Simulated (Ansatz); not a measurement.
Calculated with Ansatz (gas phase, PBE0-D4/def2-TZVP geometries, no zero-point term in ΔE). CBS: MP2 limit from def2 TZ/QZ plus the TZ coupled-cluster correction, frozen cores. This one scheme is used for every species. Functionals use def2-TZVPP. B3LYP here is the variant with VWN-RPA as its local correlation; programs differ in this. Each species was taken in one conformer, which may not be the lowest.

`O[SiH2]CS` + `N[Si](O)(O)O` → `O[SiH2]N[Si](O)(O)O` + CH₃SH  (ligand exchange at the Si–C bond)

| level | ΔE (kcal/mol) | difference from CCSD(T)/CBS |
| --- | --- | --- |
| PBE-D4 | -16.2 | 1.8 |
| r2SCAN-D4 | -17.9 | 0.1 |
| B3LYP-D4 | -18.6 | -0.6 |
| ωB97X-V | -18.3 | -0.3 |
| PBE | -15.7 | 2.3 |
| HF/def2-TZVPP | -20.7 | -2.7 |
| CCSD/def2-TZVPP | -18.8 | -0.8 |
| HF/def2-QZVPP | -20.8 | -2.8 |
| MP2/def2-QZVPP | -18.2 | -0.2 |
| CCSD/CBS(def2) | -18.3 | -0.3 |
| CCSD(T)/CBS | -18.0 | 0 |

Largest T1 diagnostic among the species: 0.011.

From PBE to PBE0 (25 % exact exchange), in def2-TZVPP and without D4, ΔE moves by −0.9 kcal/mol. In def2-TZVPP, CCSD(T) changes the Hartree–Fock value by +2.2 kcal/mol (the triples alone add +0.3 kcal/mol) and MP2 by +2.2 kcal/mol.
